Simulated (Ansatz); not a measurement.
A single Cl atom.

UHF on doublet Cl was run in several spherical basis sets with Ansatz (development build ahead of 0.2.0).

Rank the basis sets by the total energy that they give, lowest first, with the distance from the lowest.
A. cc-pVDZ
B. cc-pV(T+d)Z
C. STO-3G
D. 6-31G
E. pcseg-2
F. def2-SVP

B (0.00 eV), E (0.20 eV), A (0.39 eV), D (1.16 eV), F (4.52 eV), C (134.52 eV).

Totals follow the description of the cores as much as that of the bonds, so this order isn't one of quality for chemistry.
